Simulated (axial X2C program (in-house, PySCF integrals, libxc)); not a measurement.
**PbF⁻: cheaper levels and CCSD(T), with spin–orbit coupling**

Calculated with an in-house relativistic program for diatomic molecules. Two-component (2c) means X2C with spin–orbit coupling and atomic mean-field two-electron Coulomb and Gaunt terms. Basis: Pb dyall-acv3z [13s15p11d8f1g], F dyall-av3z [7s6p3d2f] (cores contracted in-house); Gaussian nuclei, density fitting, unrestricted open shells. Masses: Pb 207.977 u, F 18.998 u.

State: Ω = 0 (closed shell); fragments Pb + F-.

| level | Re (Å) | ωe (cm⁻¹) | De (eV) |
| --- | --- | --- | --- |
| PBE0 | 2.193 | 355.1 | 1.64 |
| HF | 2.188 | 348.2 | 1.37 |
| MP2 | 2.208 | 352.7 | 1.53 |
| CCSD | 2.203 | 353.3 | 1.57 |
| PBE50 | 2.168 | 369.4 | 1.63 |

Correlated methods: 12 electrons correlated (number of frozen shells: Pb 5 s, 4 p, 3 d, 1 f; F 1 s), 292 virtual spin orbitals or spinors in MP2, 90 natural virtuals in coupled cluster.

CCSD(T), same Hamiltonian and basis:

Re = 2.206 Å, ωe = 354.4 cm⁻¹, De = 1.58 eV; T1 = 0.016 (Lee–Taylor normalisation).

Question: Give the differences from CCSD(T) in the columns below.

Answer: 

| level | ΔRe (Å) | Δωe (cm⁻¹) | ΔDe (eV) |
| --- | --- | --- | --- |
| PBE0 | -0.013 | 1 | 0.06 |
| HF | -0.018 | -6 | -0.21 |
| MP2 | 0.002 | -2 | -0.05 |
| CCSD | -0.003 | -1 | -0.01 |
| PBE50 | -0.038 | 15 | 0.05 |

Occupations by symmetry block were frozen at the best pattern of an incomplete PBE0 search. De is counted from the lowest determinant-based energies of the atoms at the same level, without counterpoise correction. CCSD and (T) use frozen natural virtuals with an MP2 correction for the truncation; (T) itself is uncorrected, so its De runs slightly low. Other states lie close and PBE0, whose exact exchange favours high spin, may order them wrongly; the determinant shown need not be the ground state. The nearest other 2c determinant of the search, Ω = 1, lies 0.19 eV up at the distance of the search. The 2c closed shell (π1/2)² is the Ω = 0⁺ component of the spin-free π² triplet, mixed with the ¹Σ⁺ state; no single spin-free determinant represents it. The highest occupied level of some functionals is positive through self-interaction error; at Hartree–Fock it is bound. With the outer-core shells frozen, correlated bond lengths of heavy atoms tend to come out a few hundredths of an ångström too long. Hartree–Fock gets electron affinities wrong, so its lowest charge split need not be the true one.
